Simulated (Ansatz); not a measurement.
`[OH][InH][S][SiH2]F` and `F[SiH2]S[SiH3]` differ in one atom or group.

Ansatz, PBE0-D4/def2-TZVP geometries, multiplicity 1. Each molecule was computed in one conformer, which needn't be the lowest. `[OH][InH][S][SiH2]F` holds a close contact that its SMILES doesn't draw: F···In 2.62 Å.

Elements past krypton have def2 core potentials.

| property | `[OH][InH][S][SiH2]F` |
| --- | --- |
| HOMO energy (PBE0/def2-TZVPP) / eV | -7.52 |
| HOMO energy (PBE/def2-TZVPP) / eV | -6.30 |
| size of the dipole moment (ωB97M-V/def2-TZVPP) / D | 1.36 |
| HOMO–LUMO gap (ωB97M-V/def2-TZVPP) / eV | 9.81 |
| LUMO energy (B3LYP/def2-TZVPP) / eV | -1.71 |
| HOMO–LUMO gap (PBE0/def2-TZVPP) / eV | 6.07 |

Give the same properties after the change, and the shifts. (An estimate is asked.)

Computed: 
```json
{"property": "HOMO energy (PBE0/def2-TZVPP) / eV", "`F[SiH2]S[SiH3]`": "-7.91", "shift": "-0.39"}
{"property": "HOMO energy (PBE/def2-TZVPP) / eV", "`F[SiH2]S[SiH3]`": "-6.71", "shift": "-0.41"}
{"property": "size of the dipole moment (ωB97M-V/def2-TZVPP) / D", "`F[SiH2]S[SiH3]`": "1.08", "shift": "-0.28"}
{"property": "HOMO–LUMO gap (ωB97M-V/def2-TZVPP) / eV", "`F[SiH2]S[SiH3]`": "11.64", "shift": "1.83"}
{"property": "LUMO energy (B3LYP/def2-TZVPP) / eV", "`F[SiH2]S[SiH3]`": "-0.39", "shift": "1.32"}
{"property": "HOMO–LUMO gap (PBE0/def2-TZVPP) / eV", "`F[SiH2]S[SiH3]`": "7.71", "shift": "1.64"}
```

With PBE0 the HOMO falls by 0.39 eV and the LUMO rises by 1.25 eV, so the gap widens by about 1.64 eV. PBE moves the HOMO by -0.41 eV and ωB97M-V by -0.39 eV. Dipoles are sizes alone; their direction can turn.

Positive LUMOs are unbound, so they and the gaps depend on the basis.

B3LYP here is the variant with VWN-RPA as its local correlation; programs differ in this.
